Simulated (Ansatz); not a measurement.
# Worked example: C3H8Ge → C2H4Ge + CH4

Species: C3H8Ge `C=C[CH2][GeH3]`, singlet; C2H4Ge `C#[C][GeH3]`, singlet; CH4 (methane) `C`, singlet. 

Shapes, held fixed at every level: PBE0-D4/def2-TZVP. Flexible molecules stand in one conformer, not always the lowest. Programs: Ansatz 0.2.0. The zero-point and thermal change to 298 K, harmonic and unscaled (PBE0-D4/def2-TZVP), is -11.8 kJ/mol.

At CCSD(T)/def2-TZVPP; 1 Eh = 2625.50 kJ/mol:

| species | energy (Eh) |
| --- | --- |
| C3H8Ge | -2194.485230 |
| C2H4Ge | -2154.002676 |
| CH4 | -40.438606 |

Question: Work out ΔH(298 K) of the reaction at this level.

Answer: 
1. Products less reactants: (-2154.002676) + (-40.438606) − [(-2194.485230)] = 0.043948 Eh = +115.4 kJ/mol.
2. With the thermal change: +115.4 + (-11.8) = +103.6 kJ/mol.

Other levels give +83.3 (HF/def2-TZVPP) to +135.0 kJ/mol (PBE0-D4/def2-TZVPP). No measured value is set beside it here. Relativity is left out for Ge unless named. Correlated rows may include outer-core shells of Ge, which these sets cover unevenly.
